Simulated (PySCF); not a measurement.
# Unknowns

[PySCF: geometry from GFN2-xTB; NMR shieldings at PBE0/pcSseg-1/GIAO; relativity neglected; rapidly exchanging positions averaged; no solvent model; single conformer]

Shifts are taken against calculated references (same method and geometry level): 1H (31.72 ppm), 13C (186.93 ppm) vs TMS. Where no couplings were computed, multiplicities follow the n + 1 count of equivalent neighbours, and m marks all less simple cases (inequivalent or close neighbours, rings, F or P nearby). Shifts are as computed. Against solution values, carbons near 30 ppm lie about +3 ppm off and those near 130 ppm about +5 ppm (rms about the fit 2.1 ppm; single classes can miss by 10 ppm). Of 1328 compounds with measured shifts, 309 miss one by over three times the rms of a fit or turn the order of signals round; such compounds aren't used in these exercises. Signals without a measured value on file couldn't be tested in this way; 1H shifts scatter by 0.2 ppm about their fit, and single ones miss by 0.5 ppm.

(1) C$_{5}$H$_{8}$O$_{2}$. 1H NMR (500 MHz, computed): δ 7.53 (d, 1H), 5.24 (d, 1H), 3.80 (s, 3H), 2.15 (s, 3H). 13C{1H} NMR (computed): δ 196.8, 169.7, 111.9, 56.5, 26.7. Identify the compound.

(2) C$_{5}$H$_{8}$O$_{2}$. 1H NMR (500 MHz, computed): δ 6.57 (d, 1H), 5.52 (m, 1H), 4.83 (m, 1H), 4.56 (m, 1H), 4.35 (m, 1H), 3.50 (s, 3H). 13C{1H} NMR (computed): δ 159.4 (CH), 102.3 (CH), 88.6 (CH), 78.6 (CH2), 57.8 (CH3). Identify the compound.

Results:

(1) `C(/OC)=C\C(C)=O`. Rings plus π bonds: 2 (no ring in the answer). 5 carbon signals for 5 carbons: no two carbons are equivalent. Carbon types of the structure: 1 × C, 2 × CH, 2 × CH3, which accounts for all hydrogens. δC 196.8: ketone carbonyl carbon; the double bond to the heteroatom, with no lone-pair donor beside it, deshields it most. δC 169.7: alkene carbon bearing oxygen; an sp2 carbon further deshielded by the attached heteroatom. δC 111.9: β carbon of an enol-ether or enamine type C=C; the O or N lone pair pushes π density onto this β carbon and shields it. δH 3.80: hydrogen on a methyl carbon bonded to O; its carbon carries O, hence the downfield position.

The data come from this structure; uniqueness wasn't tested.

(2) SMILES O1C=C[C@@H](OC)C1. Rings plus π bonds: 2 (1 ring in the answer). 5 carbon signals for 5 carbons: no two carbons are equivalent. Carbon types of the structure: 3 × CH, 1 × CH2, 1 × CH3, which accounts for all hydrogens. δC 159.4: alkene carbon bearing oxygen; an sp2 carbon further deshielded by the attached heteroatom. δC 102.3: β carbon of an enol-ether or enamine type C=C; the O or N lone pair pushes π density onto this β carbon and shields it. δC 88.6: allylic sp3 CH bonded to O; deshielded by the electronegative neighbour. δC 78.6: sp3 CH2 bonded to O; the inductive effect lowers its shielding.

This is the structure that produced the data. Such data don't tell enantiomers apart.
